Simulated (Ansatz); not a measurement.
Ansatz (a first-principles code) input:

Ansatz 0.2 input:
```yaml
crystal:
  periodic: [false, false, false]
  atoms:
    - {symbol: C, position_ang: [0.00751336, 1.37087273, 0.17539980]}
    - {symbol: C, position_ang: [-1.14438497, 0.35348504, 0.23860383]}
    - {symbol: S, position_ang: [-0.00513306, -1.04373398, -0.26528146]}
    - {symbol: C, position_ang: [1.14640594, 0.33962309, 0.24881721]}
    - {symbol: H, position_ang: [0.00839729, 2.10697436, 0.97620320]}
    - {symbol: H, position_ang: [0.01493500, 1.89327114, -0.78020484]}
    - {symbol: H, position_ang: [-1.99362645, 0.46471405, -0.42827414]}
    - {symbol: H, position_ang: [-1.47835350, 0.10685418, 1.24474232]}
    - {symbol: H, position_ang: [2.00284367, 0.44053075, -0.41045608]}
    - {symbol: H, position_ang: [1.46838097, 0.08902300, 1.25788018]}
    - {symbol: H, position_ang: [0.00234600, -0.78550894, -1.59231227]}
basis:
  gaussian:
    orbitals: def2-TZVPD
hamiltonian:
  xc: {name: B3LYP}
total_charge: 1
output: {forces: true}
```

Task: Predict the final energy.

Result: -516.49979 Eh (B3LYP/def2-TZVPD). The basis has 220 functions.

It need not be the lowest isomer of its formula.
